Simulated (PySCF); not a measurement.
Ge(H)(Me) (CH4Ge), SMILES [CH3][GeH] (connectivity only; charge and spin as stated), neutral, multiplicity 1. Atoms are numbered in the order given.

```xyz
6

Ge     0.0523    -0.4492     0.0000
H     -1.5349    -0.5914     0.0000
C     -0.0023     1.5351     0.0000
H      0.9911     1.9846     0.0000
H     -0.5575     1.8854     0.8771
H     -0.5575     1.8854    -0.8771
```
Charge 0, spin multiplicity 1.

Coordinates come from a ωB97X-D3(BJ)/def2-TZVP optimisation.

Computed with HF/def2-TZVPD run with PySCF.

Mulliken values depend strongly on the basis, most of all with diffuse functions as here. ESP charges are fitted to the potential on shells at 1.4 to 2.0 van der Waals radii. Atomic charges (e):

```tsv
atom	ESP fit	meta-Löwdin	Mulliken
Ge1	…	0.37	0.10
H2	…	-0.15	-0.03
C3	…	-0.54	-0.67
H4	…	0.10	0.23
H5	…	0.11	0.18
H6	…	0.11	0.18
```

Question: Complete the blanks. (Estimate from the structure and the level; the computed values follow.)

Answer: 
- Ge1, ESP fit: -0.03
- H2, ESP fit: -0.07
- C3, ESP fit: 0.18
- H4, ESP fit: -0.06
- H5, ESP fit: -0.01
- H6, ESP fit: -0.01
